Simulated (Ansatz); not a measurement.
Computed with Ansatz.

A structure relaxed at PBE0-D4/def2-TZVP, charge 0, multiplicity 1:

| atom | x (Å) | y (Å) | z (Å) |
| --- | --- | --- | --- |
| F1 | 0.827 | -1.151 | 1.505 |
| C2 | 0.399 | 0.044 | 0.981 |
| N3 | 0.823 | 0.226 | -0.375 |
| Si4 | -0.817 | 0.053 | -0.863 |
| O5 | -0.993 | 0.028 | 0.808 |
| H6 | 0.709 | 0.813 | 1.695 |
| H7 | 1.740 | -0.059 | -0.668 |
| H8 | -1.450 | 1.226 | -1.507 |
| H9 | -1.239 | -1.179 | -1.577 |

**Question.** Give its formula and SMILES.

**Answer.** CH4FNOSi, `FC1N[SiH2]O1`.

**Question.** Summarise the bond lengths by kind.

**Answer.** 1 × C–F 1.374 Å; 1 × C–N 1.433 Å; 1 × C–O 1.402 Å; 1 × C–H 1.094 Å; 1 × N–Si 1.720 Å; 1 × H–N 1.004 Å; 1 × O–Si 1.681 Å; 2 × H–Si 1.481 to 1.485 Å.
